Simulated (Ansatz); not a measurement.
GeHO (SMILES [OH+]=[Ge]) moved off its minimum; all values from Ansatz (an electronic-structure program), cores frozen in correlated methods.
(charge 1, multiplicity 1)
```xyz
3

O     -0.12880     0.00207    -1.37468
Ge    -0.03954    -0.05099     0.41848
H      0.10874    -0.11124    -2.31510
```

Forces at HF/def2-TZVPP (eV/Å):

| atom | Fx | Fy | Fz |
|---|---|---|---|
| O1 | 0.419 | -0.222 | 2.948 |
| Ge2 | -0.150 | 0.097 | -4.617 |
| H3 | -0.269 | 0.125 | 1.669 |

Task: Give the forces (eV/Å), the total energy and the dipole at CCSD(T)/aug-cc-pVTZ.

Result: 
```csv
atom,Fx,Fy,Fz
O1,0.135,-0.081,2.871
Ge2,-0.111,0.072,-3.399
H3,-0.023,0.009,0.528
```
Energy -2150.9716 hartree.
